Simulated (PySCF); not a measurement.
Zn(F)(NMe2) (C₂H₆FNZn), SMILES C[N](C)[Zn][F]. Atoms are numbered in the order given.

```xyz
11

Zn    -0.6981     0.0018     0.0000
F     -2.4416     0.0174     0.0000
N      1.1087    -0.1620     0.0000
C      1.8779     0.0362    -1.2071
C      1.8779     0.0362     1.2071
H      2.7472    -0.6538    -1.2413
H      2.2899     1.0654    -1.3107
H      1.2739    -0.1667    -2.1069
H      2.2899     1.0654     1.3107
H      2.7472    -0.6538     1.2413
H      1.2739    -0.1667     2.1069
```
Charge 0, spin multiplicity 1.

Geometry: B3LYP-D3(BJ)/def2-SVP. The structure was generated by enumeration; whether it is a known compound was not checked. The values are those of a single conformer.

Two levels are set side by side: PBE/pcSseg-1 (PySCF) and HF/pcSseg-1 (PySCF). GIAO shifts against CFCl3 (¹⁹F), NH3 (¹⁵N), TMS (¹H), TMS (¹³C) at the same level; non-relativistic, no solvent, atoms listed together averaged. Differences are taken from unrounded values.

| quantity | PBE |
|---|---|
| δ(¹⁹F) of F2 (ppm) | -264.7 |
| δ(¹⁵N) of N3 (ppm) | 36.8 |
| δ(¹³C) of C4, C5 (ppm) | 50.7 |
| δ(¹H) of H6, H7, H8, H9, H10, H11 (ppm) | 3.26 |

### Question
These are the PBE values. What does HF give? (Estimate from the structure and the level; the computed values follow.)

### Answer

| quantity | HF | PBE minus HF |
|---|---|---|
| δ(¹⁹F) of F2 (ppm) | -248.0 | -16.7 |
| δ(¹⁵N) of N3 (ppm) | -17.1 | 53.9 |
| δ(¹³C) of C4, C5 (ppm) | 44.0 | 6.7 |
| δ(¹H) of H6, H7, H8, H9, H10, H11 (ppm) | 2.82 | 0.43 |

Rough cost on one machine, each run with all the roots and properties that it gave: HF against PBE within a factor of 2.
